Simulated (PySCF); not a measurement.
Computed IR spectrum (relative IR intensity) of a molecule C5H4O2. Geometry optimised at TPSSh-D3(BJ)/def2-SVP. One conformer was computed; it need not be the lowest. Computed with TPSSh-D3(BJ)/def2-SVP run with PySCF. Frequencies are harmonic and unscaled.

ν (cm⁻¹): 127 (vw), 596 (vw), 723 (m), 838 (m), 911 (w), 951 (w), 1065 (w), 1086 (m), 1118 (w), 1187 (m), 1346 (w), 1353 (vs), 1516 (m), 1683 (w), 2103 (vs), 3070 (m), 3142 (vw), 3295 (vw) (against the strongest line: vs over 80 %, s over 45 %, m over 15 %, w over 4 %, vw less)

Problem. Identify the compound among the candidates.
A. C=C1OC(=C)C1=O
B. C=C=C1OCC1=O
C. C=C=C1OC=CO1
D. C=C1C(=O)CC1=O

Solution. C, C=C=C1OC=CO1
